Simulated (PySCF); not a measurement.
Record of a relaxation.

Compound: C3H9NSi.
Atom-mapped SMILES: `[CH3:1][N:2]1[CH2:3][SiH2:4][CH2:5]1` (hydrogens: H6, H7, H8 on C1; H9, H10 on C3; H11, H12 on Si4; H13, H14 on C5)

Method: PBE0-D3(BJ)/def2-SVP geometry optimisation, gas phase in PySCF 2.14.0; density fitting, grid level 1; the optimiser is geomeTRIC in internal coordinates, started from a GFN2-xTB structure with every atom displaced at random (about 0.01 Å). The frame can shift and turn from step to step; on so coarse a grid that alone can change the energy by a few meV, and forces under 0.02 eV/Å are noise.

Step 0: E = -12609.4144 eV, largest atomic force 2.787 eV/Å
```
atom  x, y, z in Å  |  force x, y, z in eV/Å
C1     -1.730    0.455   -0.097   -0.644   1.507  -0.566
N2     -0.402    0.193   -0.486    1.186  -0.563   0.147
C3      0.051   -1.171   -0.243    0.918   0.297   0.588
Si4     1.870   -0.493    0.053   -2.732   0.242   0.495
C5      0.638    0.984    0.170   -0.097   0.175   0.092
H6     -2.428   -0.158   -0.669   -0.238  -0.249  -0.114
H7     -1.924    0.315    0.977   -0.058  -0.151   0.497
H8     -1.963    1.526   -0.342   -0.046  -0.572   0.200
H9     -0.386   -1.610    0.682    0.075  -0.053   0.026
H10    -0.145   -1.826   -1.069   -0.208  -0.789  -0.726
H11     2.699   -0.499   -1.105    0.932  -0.020  -1.029
H12     2.538   -0.918    1.278    0.436  -0.168   0.450
H13     0.344    1.272    1.202    0.214  -0.154   0.183
H14     0.831    1.915   -0.358    0.261   0.497  -0.243
```

Step 1: E = -12609.6226 eV, largest atomic force 0.331 eV/Å
```
atom  x, y, z in Å  |  force x, y, z in eV/Å
C1     -1.676    0.465   -0.072    0.034  -0.177   0.099
N2     -0.318    0.198   -0.460   -0.089   0.151   0.016
C3      0.198   -1.156   -0.261    0.135  -0.091  -0.248
Si4     1.936   -0.359   -0.235   -0.152  -0.092   0.279
C5      0.716    1.063    0.107    0.110   0.020  -0.227
H6     -2.367   -0.195   -0.619    0.002  -0.025  -0.003
H7     -1.847    0.310    1.021   -0.001   0.017  -0.076
H8     -1.948    1.502   -0.311    0.028   0.083  -0.033
H9     -0.083   -1.605    0.722    0.068   0.053  -0.064
H10    -0.084   -1.866   -1.061   -0.011   0.095   0.127
H11     2.736   -0.335   -1.501   -0.184   0.035   0.023
H12     2.843   -0.759    0.883    0.057  -0.001  -0.003
H13     0.584    1.244    1.195    0.042   0.000   0.125
H14     0.813    2.044   -0.391   -0.037  -0.068  -0.013
```

Step 2: E = -12609.6345 eV, largest atomic force 0.172 eV/Å
```
atom  x, y, z in Å  |  force x, y, z in eV/Å
C1     -1.675    0.459   -0.069    0.004  -0.004  -0.002
N2     -0.317    0.203   -0.457   -0.035   0.042   0.039
C3      0.200   -1.152   -0.267    0.046  -0.039  -0.123
Si4     1.928   -0.362   -0.221    0.035  -0.048   0.161
C5      0.721    1.067    0.106    0.026   0.020  -0.047
H6     -2.361   -0.204   -0.619    0.005  -0.002   0.000
H7     -1.850    0.304    1.021    0.000   0.005  -0.009
H8     -1.945    1.499   -0.311   -0.008  -0.003   0.000
H9     -0.076   -1.605    0.712   -0.009   0.013   0.013
H10    -0.087   -1.855   -1.067   -0.006   0.001   0.029
H11     2.702   -0.335   -1.496   -0.066   0.026  -0.040
H12     2.846   -0.763    0.890    0.014   0.003  -0.023
H13     0.600    1.255    1.197   -0.012   0.000   0.004
H14     0.817    2.041   -0.402    0.007  -0.013  -0.003
```

Step 3: E = -12609.6369 eV, largest atomic force 0.068 eV/Å
```
atom  x, y, z in Å  |  force x, y, z in eV/Å
C1     -1.674    0.459   -0.067    0.010   0.009  -0.020
N2     -0.316    0.205   -0.453    0.008  -0.002   0.013
C3      0.201   -1.152   -0.269   -0.009   0.015  -0.015
Si4     1.927   -0.366   -0.213    0.044  -0.008   0.051
C5      0.725    1.068    0.107   -0.015  -0.012   0.019
H6     -2.356   -0.208   -0.620   -0.001   0.001   0.002
H7     -1.853    0.304    1.022   -0.001   0.001   0.012
H8     -1.948    1.498   -0.312   -0.004  -0.009   0.001
H9     -0.077   -1.606    0.710   -0.019   0.001   0.012
H10    -0.089   -1.852   -1.069    0.003  -0.020  -0.006
H11     2.681   -0.330   -1.499   -0.019   0.014  -0.032
H12     2.855   -0.768    0.889    0.005  -0.002  -0.019
H13     0.604    1.261    1.199   -0.020   0.006  -0.017
H14     0.823    2.039   -0.406    0.021   0.006  -0.001
```

Step 4: E = -12609.6378 eV, largest atomic force 0.041 eV/Å
```
atom  x, y, z in Å  |  force x, y, z in eV/Å
C1     -1.673    0.459   -0.068    0.002   0.012  -0.016
N2     -0.315    0.205   -0.449    0.022  -0.017  -0.007
C3      0.201   -1.153   -0.266   -0.020   0.019   0.026
Si4     1.928   -0.367   -0.211    0.018   0.005  -0.005
C5      0.727    1.067    0.112   -0.020  -0.013   0.033
H6     -2.353   -0.209   -0.621   -0.001   0.001   0.003
H7     -1.855    0.308    1.021    0.001   0.000   0.009
H8     -1.948    1.497   -0.316   -0.003  -0.005   0.001
H9     -0.080   -1.606    0.712   -0.011   0.002   0.002
H10    -0.090   -1.853   -1.066    0.007  -0.016  -0.010
H11     2.663   -0.323   -1.508   -0.003   0.005  -0.011
H12     2.866   -0.772    0.880    0.007  -0.005  -0.011
H13     0.603    1.263    1.203   -0.015   0.004  -0.014
H14     0.829    2.036   -0.403    0.016   0.008   0.000
```

Step 5: E = -12609.6384 eV, largest atomic force 0.035 eV/Å
```
atom  x, y, z in Å  |  force x, y, z in eV/Å
C1     -1.672    0.461   -0.071   -0.011   0.006  -0.003
N2     -0.312    0.204   -0.445    0.022  -0.014  -0.021
C3      0.201   -1.154   -0.260   -0.016   0.003   0.031
Si4     1.928   -0.369   -0.212   -0.015   0.010  -0.026
C5      0.728    1.065    0.121   -0.005   0.002   0.020
H6     -2.350   -0.210   -0.623    0.000   0.000   0.002
H7     -1.859    0.315    1.018    0.002   0.000   0.001
H8     -1.946    1.498   -0.325    0.002   0.000   0.001
H9     -0.082   -1.606    0.719    0.001   0.005  -0.003
H10    -0.091   -1.855   -1.059    0.005  -0.004  -0.005
H11     2.640   -0.313   -1.522    0.006  -0.003   0.006
H12     2.883   -0.780    0.862    0.010  -0.004  -0.005
H13     0.599    1.261    1.210   -0.004  -0.004  -0.003
H14     0.836    2.033   -0.394    0.003   0.005   0.004
```

Step 6: E = -12609.6386 eV, largest atomic force 0.025 eV/Å
```
atom  x, y, z in Å  |  force x, y, z in eV/Å
C1     -1.672    0.463   -0.073   -0.012   0.002   0.003
N2     -0.311    0.204   -0.443    0.011  -0.005  -0.016
C3      0.200   -1.155   -0.255   -0.004  -0.009   0.011
Si4     1.928   -0.369   -0.216   -0.021   0.005  -0.012
C5      0.729    1.063    0.127    0.007   0.010   0.001
H6     -2.349   -0.209   -0.624    0.001   0.000   0.001
H7     -1.861    0.320    1.016    0.002   0.000  -0.002
H8     -1.944    1.499   -0.331    0.002   0.002   0.000
H9     -0.082   -1.604    0.725    0.005   0.006  -0.001
H10    -0.092   -1.858   -1.053    0.000   0.002   0.002
H11     2.628   -0.307   -1.532    0.005  -0.004   0.007
H12     2.893   -0.784    0.847    0.008  -0.002  -0.003
H13     0.598    1.256    1.216    0.002  -0.009   0.004
H14     0.838    2.033   -0.386   -0.005   0.001   0.005
```

**Question.** Summarise the path.

**Answer.** The energy falls by 0.2242 eV from step 0 to step 6; nine tenths of that is first reached at step 1. It falls at every step. The largest force goes from 2.787 to 0.025 eV/Å. Among the bonds Si4–H11 changes most, from 1.424 to 1.492 Å; the atoms move by 0.116 Å rms after alignment.

**Question.** Follow the three bonds and two angles with the largest change from start to end.

**Answer.** 
| step | E above end (eV) | largest force (eV/Å) | Si4–H11 (Å) | C3–Si4 (Å) | Si4–H12 (Å) | H11–Si4–H12 (°) | N2–C5–Si4 (°) |
| --- | --- | --- | --- | --- | --- | --- | --- |
| 0 | 0.2242 | 2.787 | 1.424 | 1.963 | 1.459 | 114.5 | 90.7 |
| 1 | 0.0160 | 0.331 | 1.498 | 1.912 | 1.494 | 108.3 | 86.7 |
| 2 | 0.0041 | 0.172 | 1.492 | 1.900 | 1.496 | 108.7 | 86.6 |
| 3 | 0.0017 | 0.068 | 1.491 | 1.898 | 1.495 | 109.2 | 86.6 |
| 4 | 0.0008 | 0.041 | 1.492 | 1.898 | 1.494 | 109.5 | 86.5 |
| 5 | 0.0002 | 0.035 | 1.492 | 1.898 | 1.494 | 109.7 | 86.4 |
| 6 | 0.0000 | 0.025 | 1.492 | 1.899 | 1.494 | 109.7 | 86.3 |

The cost below is that of the whole optimisation. Hardware: an Arm Neoverse V1 with one thread, on a shared host. Cost: 38 s wall, 0.48 GiB resident at most.
